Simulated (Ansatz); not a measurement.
Program: Ansatz.

Input file:

```yaml
crystal:
  periodic: [false, false, false]
  atoms:
    - { symbol: B, position_ang: [-0.863765, 0.404139, -0.865039] }
    - { symbol: C, position_ang: [-0.603516, -0.919809, -1.365145] }
    - { symbol: C, position_ang: [0.199542, -0.749773, -0.236215] }
    - { symbol: C, position_ang: [1.066047, -0.837985, 0.816879] }
    - { symbol: Si, position_ang: [0.380842, 0.807145, 1.000737] }
    - { symbol: H, position_ang: [-1.454606, 1.45129, -0.97182] }
    - { symbol: H, position_ang: [-0.761588, -1.726835, -2.085328] }
    - { symbol: H, position_ang: [1.720843, -1.64159, 1.165817] }
    - { symbol: H, position_ang: [-0.715396, 1.119734, 1.977973] }
    - { symbol: H, position_ang: [1.114698, 2.042384, 0.565041] }
magnetization:
  spin_polarized: true
basis:
  gaussian: { orbitals: def2-SVP }
hamiltonian:
  xc: pbe
  dispersion: d4
neb:
  order_check: false
  images: 5
  f_tol: 0.05
  max_iterations: 8
  initial_path: linear
  final_atoms:
    - { symbol: B, position_ang: [-0.82641921, 0.50403621, -0.73111866] }
    - { symbol: C, position_ang: [-0.44697484, -0.95874128, -0.82519159] }
    - { symbol: C, position_ang: [0.56536102, -1.36690594, 0.12603747] }
    - { symbol: C, position_ang: [1.21765495, -0.2007968, 0.37283278] }
    - { symbol: Si, position_ang: [0.10496288, 1.24812776, 0.88885661] }
    - { symbol: H, position_ang: [-1.21895922, 1.19041167, -1.65504869] }
    - { symbol: H, position_ang: [-0.62461008, -1.59932259, -1.71280865] }
    - { symbol: H, position_ang: [0.88231361, -2.38796151, 0.40242878] }
    - { symbol: H, position_ang: [-0.3206602, 0.9180589, 2.2922463] }
    - { symbol: H, position_ang: [0.75043209, 2.60179357, 0.84466565] }
  optimiser: quickmin
```

Run as:

```bash
$ ansatz run input.yaml --threads 2 --pin off --max-ram 3072MiB --backend cpu --events-out ev --progress --plain --runs-dir out
```

**Question.** Does this input run?

**Answer.** The input was rejected before any iteration.

```
Error: YAML parse error: error: line 38 column 14: unknown variant `quickmin`, expected one of quadratic_models, fire, lbfgs
  --> <input>:38:14
   |
36 |     - { symbol: H, position_ang: [-0.3206602, 0.9180589, 2.2922463] }
37 |     - { symbol: H, position_ang: [0.75043209, 2.60179357, 0.84466565] }
38 |   optimiser: quickmin
   |              ^ unknown variant `quickmin`, expected one of quadratic_models, fire, lbfgs
```
